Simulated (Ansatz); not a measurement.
Harmonic frequencies (cm⁻¹) at PBE0-D4/def2-TZVP from Ansatz: 62, 88, 111, 173, 210, 437, 451, 590, 611, 728, 757, 815, 882, 891, 911, 926, 1012, 1307, 1463, 1463, 2122, 2124, 2149, 2642, 3080, 3184, 3185.

Each molecule was computed in one conformer, which needn't be the lowest.

Q: Which molecule is it?
A. `C=C1NCO1`
B. `B[CH2][GeH2][SeH]`
C. `C[Se][BH][GeH3]`
D. `CO[CH2][GaH2]`

A: C.
